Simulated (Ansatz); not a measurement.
```xyz
9

O     0.625   -1.767   -0.135
B    -0.241   -1.066    0.622
Sn   -0.420    1.131    0.101
O     0.827    1.490   -1.395
H     0.692   -2.699    0.098
H    -0.855   -1.608    1.502
H    -1.960    1.617   -0.470
H     0.050    2.214    1.341
H     1.280    0.688   -1.663
```

Charge 0, multiplicity 1. Sn: def2 effective core potential.

**Question.** List the PBE0/def2-TZVPP orbital energies in eV (the Gaussian-basis code of Ansatz). (Best estimate.)

**Answer.** The calculation gave: Occupied: -524.16, -521.63, -185.98, -139.64, -94.29, -94.25, -94.23, -29.76, -28.55, -28.05, -28.00, -27.94, -27.92, -25.90, -16.84, -14.30, -13.49, -12.04, -11.38, -10.75, -9.29, -9.10, -7.74, -7.58. Lowest empty: -1.37, -0.39, 0.62, 0.97, 1.60, 2.20, 2.48, 2.73.
